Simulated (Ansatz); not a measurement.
Steps of a relaxation of C3H10InN, SMILES `CC[N](C)[InH2]` with RKS PBE0-D4/def2-TZVP.

```sh
$ ansatz run in.yaml --threads 8 --pin off --events-out ev --progress --plain --max-ram 18278MiB
```

```yaml
crystal:
  periodic: [false, false, false]
  atoms:
    - {symbol: C, position_ang: [0.284520, 1.380516, -1.355910]}
    - {symbol: C, position_ang: [-0.161065, -0.042408, -1.050675]}
    - {symbol: N, position_ang: [-0.094492, -0.413277, 0.348624]}
    - {symbol: C, position_ang: [-0.532850, -1.773495, 0.582880]}
    - {symbol: In, position_ang: [0.534024, 0.756620, 1.932823]}
    - {symbol: H, position_ang: [1.340674, 1.548579, -1.058305]}
    - {symbol: H, position_ang: [-0.339618, 2.125618, -0.819898]}
    - {symbol: H, position_ang: [0.202605, 1.588733, -2.441024]}
    - {symbol: H, position_ang: [0.455739, -0.753997, -1.659842]}
    - {symbol: H, position_ang: [-1.207720, -0.184583, -1.427710]}
    - {symbol: H, position_ang: [-0.475121, -2.032581, 1.659555]}
    - {symbol: H, position_ang: [0.087974, -2.518578, 0.024443]}
    - {symbol: H, position_ang: [-1.589878, -1.936718, 0.253687]}
    - {symbol: H, position_ang: [1.056384, 2.376273, 1.646126]}
    - {symbol: H, position_ang: [0.417024, -0.171701, 3.394627]}
basis:
  gaussian: {orbitals: def2-TZVP}
hamiltonian: {xc: pbe0, dispersion: d4}
relax: {f_tol: 0.005, max_steps: 150}
```

Positions (Å) and forces (eV/Å) along the path, 5 of 5 steps:

```xyz
15
step=1 energy=-9933.4566 eV
C     0.285    1.381   -1.356    0.080    0.209    0.038
C    -0.161   -0.042   -1.051   -0.148   -0.325   -0.246
N    -0.094   -0.413    0.349    0.125    0.243    0.247
C    -0.533   -1.773    0.583   -0.093   -0.247   -0.048
In    0.534    0.757    1.933   -0.159   -0.309   -0.382
H     1.341    1.549   -1.058   -0.496   -0.091   -0.139
H    -0.340    2.126   -0.820    0.284   -0.356   -0.251
H     0.203    1.589   -2.441    0.027   -0.127    0.512
H     0.456   -0.754   -1.660   -0.250    0.340    0.308
H    -1.208   -0.185   -1.428    0.471    0.099    0.202
H    -0.475   -2.033    1.660   -0.020    0.149   -0.518
H     0.088   -2.519    0.024   -0.265    0.381    0.261
H    -1.590   -1.937    0.254    0.494    0.113    0.160
H     1.056    2.376    1.646   -0.073   -0.231    0.058
H     0.417   -0.172    3.395    0.024    0.151   -0.200
15
step=2 energy=-9933.5159 eV
C     0.283    1.370   -1.341    0.019    0.066   -0.046
C    -0.162   -0.046   -1.044   -0.028   -0.049   -0.080
N    -0.091   -0.404    0.351   -0.028   -0.053   -0.078
C    -0.528   -1.759    0.578   -0.048   -0.141    0.003
In    0.525    0.742    1.901   -0.027   -0.037   -0.088
H     1.328    1.534   -1.045   -0.148   -0.030   -0.042
H    -0.336    2.106   -0.811    0.082   -0.109   -0.074
H     0.202    1.574   -2.414    0.013   -0.018    0.138
H     0.453   -0.750   -1.643   -0.094    0.110    0.104
H    -1.200   -0.183   -1.412    0.163    0.023    0.068
H    -0.471   -2.016    1.643   -0.011    0.026   -0.147
H     0.089   -2.491    0.023   -0.087    0.123    0.081
H    -1.574   -1.915    0.252    0.160    0.036    0.048
H     1.041    2.336    1.640    0.045    0.136   -0.022
H     0.418   -0.148    3.351   -0.010   -0.083    0.135
15
step=3 energy=-9933.5214 eV
C     0.282    1.367   -1.345   -0.003   -0.015    0.011
C    -0.161   -0.046   -1.041    0.001    0.012   -0.018
N    -0.091   -0.403    0.352    0.004    0.012   -0.006
C    -0.528   -1.758    0.575   -0.007   -0.018    0.000
In    0.524    0.741    1.905   -0.003   -0.007   -0.007
H     1.322    1.531   -1.052    0.012    0.001    0.003
H    -0.335    2.101   -0.819   -0.008    0.008    0.006
H     0.201    1.568   -2.415   -0.002   -0.004   -0.009
H     0.450   -0.747   -1.635    0.006   -0.005    0.004
H    -1.194   -0.182   -1.405   -0.007    0.000    0.005
H    -0.472   -2.020    1.633    0.001   -0.002    0.009
H     0.087   -2.483    0.019    0.008    0.003   -0.004
H    -1.569   -1.910    0.249   -0.006    0.007   -0.002
H     1.045    2.345    1.644    0.003    0.007    0.003
H     0.418   -0.156    3.365    0.001    0.001    0.005
15
step=4 energy=-9933.5215 eV
C     0.282    1.366   -1.345   -0.001   -0.004    0.001
C    -0.162   -0.046   -1.041    0.002    0.007   -0.005
N    -0.091   -0.404    0.352    0.004    0.008    0.005
C    -0.528   -1.758    0.574   -0.003   -0.011    0.003
In    0.524    0.741    1.904   -0.002   -0.003   -0.004
H     1.322    1.530   -1.052    0.001    0.000    0.000
H    -0.335    2.101   -0.819   -0.001    0.001    0.000
H     0.201    1.566   -2.415    0.000    0.001   -0.002
H     0.449   -0.748   -1.634    0.001   -0.001    0.001
H    -1.195   -0.182   -1.405   -0.001    0.000    0.001
H    -0.472   -2.021    1.633    0.000    0.000    0.001
H     0.087   -2.482    0.017    0.002    0.002   -0.001
H    -1.569   -1.909    0.248   -0.001    0.002    0.000
H     1.046    2.347    1.648    0.000    0.001   -0.001
H     0.419   -0.153    3.366    0.000   -0.001    0.001
15
step=5 energy=-9933.5215 eV
C     0.282    1.366   -1.345    0.000   -0.001    0.000
C    -0.162   -0.046   -1.041    0.000    0.001   -0.003
N    -0.091   -0.403    0.352    0.002    0.003    0.002
C    -0.528   -1.758    0.574   -0.002   -0.005    0.000
In    0.524    0.741    1.904    0.000    0.001    0.001
H     1.323    1.530   -1.052   -0.001    0.000    0.000
H    -0.335    2.101   -0.819    0.001    0.000   -0.001
H     0.201    1.566   -2.415    0.000    0.000    0.000
H     0.449   -0.748   -1.634    0.000    0.000    0.000
H    -1.195   -0.182   -1.405    0.000    0.000    0.000
H    -0.472   -2.021    1.633    0.000    0.001   -0.001
H     0.087   -2.482    0.017    0.000    0.001    0.000
H    -1.569   -1.909    0.248    0.001    0.000    0.000
H     1.045    2.347    1.647    0.000   -0.001    0.000
H     0.418   -0.153    3.366    0.000    0.000    0.000
```

Hardware: 8 threads of an Arm Neoverse V2 on a shared host. Wall time 18 s, peak host memory 0.77 GiB.
